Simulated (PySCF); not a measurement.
# One molecule, several mistakes: BGeH5NSi

Calculated results; nothing here was measured. The program is PySCF 2.14.0, an open-source quantum chemistry code, run on an isolated molecule that a program drew, which may never have been made. The molecule is BGeH5NSi (charge 0, doublet), drawn as the SMILES string `[BH][N]=[GeH][SiH3]`.

Each row is a Hartree-Fock (HF) and frozen-core CCSD(T) single point in the cc-pV(D+d)Z basis, meant for a local HF minimum. Run 1 is clean. Each other run has one planted mistake out of seven kinds, and not every kind appears here: one electron removed, one electron added, multiplicity raised by two, geometry at a saddle point, minimal basis STO-3G, one bond length entered in bohr, all coordinates scaled. The reference is restricted for singlets and unrestricted otherwise, and also for a bond in bohr. Adding or removing an electron swaps singlet and doublet. Electrons count all cores. HOMO and LUMO are orbital energies over both spins, the gradient is its largest component, and the lowest frequency (negative if imaginary) is given only where the gradient is small. Bond lengths are over the 8 bonds as drawn. T1 is the CCSD diagnostic: over 0.02 (restricted) or 0.045 (unrestricted) a single reference is doubtful. Germanium has the cc-pVDZ-PP basis, with a core potential (ECP10MDF) in place of its 10 inner electrons, and its 3s, 3p and 3d shells are frozen in CCSD(T).

Geometry of the clean run:
```xyz
9
BGeH5NSi, angstrom
B     0.4754   -1.6214    3.7341
N     0.3968   -0.8694    2.7493
Ge    0.1642    0.3231    1.3913
Si   -1.1182   -0.6951   -0.3745
H     0.5569   -2.3357    4.6607
H     1.5582    0.8154    0.9620
H    -0.4521   -1.9022   -0.9192
H    -2.4436   -1.0750    0.1643
H    -1.2986    0.2930   -1.4640
```

| run | electrons | basis functions | <S^2> | HOMO (eV) | LUMO (eV) | gradient (hartree/bohr) | lowest frequency (cm^-1) | mean bond (Å) | longest bond (Å) | T1 | HF (hartree) | CCSD(T) (hartree) | mistake |
|---|---|---|---|---|---|---|---|---|---|---|---|---|---|
| 1 | 63 | 99 | 0.759 | -8.11 | 1.01 | 2.0e-05 | 84 | 1.5786 | 2.408 | 0.0170 | -664.35716 | -664.84147 | no fault |
| 2 | 63 | 99 | 3.770 | -3.61 | -2.14 | 3.7e-02 | - | 1.5786 | 2.408 | 0.0322 | -664.12005 | -664.60397 | multiplicity raised by two |
| 3 | 64 | 99 | 0.000 | -0.83 | 8.31 | 6.0e-02 | - | 1.5786 | 2.408 | 0.0168 | -664.35168 | -664.87194 | ? |
| 4 | 63 | 99 | 0.759 | -7.90 | 1.31 | 1.2e-01 | - | 1.4634 | 2.232 | 0.0150 | -664.29823 | -664.76983 | ? |

**Which mistake was planted in run 3, and what did it cost?**

It counts 64 electrons, one more than the clean run, at the same geometry and basis. So the mistake is: one electron added. Subtracting run 1 and multiplying by 627.51 kcal/mol a hartree, the energy moved by 3.4 kcal/mol in HF and -19.1 kcal/mol in CCSD(T).

**Which mistake was planted in run 4, and what did it cost?**

The mean and the longest bond both change by the same factor, 0.927, and the gradient is no longer small. So the mistake is: all coordinates scaled. Subtracting run 1 and multiplying by 627.51 kcal/mol a hartree, the energy moved by 37.0 kcal/mol in HF and 45.0 kcal/mol in CCSD(T).

